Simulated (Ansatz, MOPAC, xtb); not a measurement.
Spectroscopic constants of NbO, multiplicity 4 (the spin of the measured ground state). No spin–orbit coupling.

Constants: fifth-degree fit in 1/R to seven points, most abundant isotopes. Runs in def2 and cc sets follow the lowest solution found near the PBE0 minimum.

Correlated levels freeze the inner cores; with def2 sets outer-core shells near the valence are correlated too. The state that PM7 reach isn't checked; PM7 holds dispersion and hydrogen-bond terms.

Codes used: Ansatz (Gaussian basis) for Hartree–Fock, density functionals and correlated methods; MOPAC for PM7 (differences of heats of formation); xtb for the GFN methods. Values without a source in brackets are computed. In def2 rows elements past Kr take small-core potentials, without spin–orbit coupling. The GFN methods have no spin term and hold the electronic entropy of 300 K.

D_e counts from each atom's lowest state at the same level, without counterpoise or zero-point energy.

```tsv
level	r_e (Å)	ω_e (cm⁻¹)	ω_e x_e (cm⁻¹)	D_e (eV)	dipole (D)
PM7	1.713	1233	2.8	-	-
GFN1-xTB	1.693	915	6.5	-	-
GFN2-xTB	1.720	723	6.1	-	-
r2SCAN/def2-TZVPP	1.684	1011	3.7	7.67	3.65
B3LYP/def2-TZVPP	1.684	1016	3.5	7.71	3.63
PBE0/def2-TZVPP	1.670	1039	3.6	7.46	3.56
CAM-B3LYP/def2-TZVPP	1.673	[?]	3.3	7.70	3.71
B2PLYP/def2-TZVPP	[?]	[?]	2.8	-	-
```

### Question
Some entries are withheld; supply them.

### Answer

- B2PLYP/def2-TZVPP, r_e (Å): 1.694
- B2PLYP/def2-TZVPP, ω_e (cm⁻¹): 991
- CAM-B3LYP/def2-TZVPP, ω_e (cm⁻¹): 1045

Measured for the ground state: r_e 1.6909 Å, ω_e 989 cm-1, ω_e x_e 3.83 cm-1, B_e 0.4321 cm-1, α_e 0.0021 cm-1 [Huber and Herzberg (1979), NIST Chemistry WebBook]. D_0 7.491 ± 0.11 eV (a handbook's tabulated 298 K bond energy less 3RT/2; such tables hold older values) [Luo, bond dissociation energies, CRC Handbook].

Ansatz is a quantum-chemistry and plane-wave program.
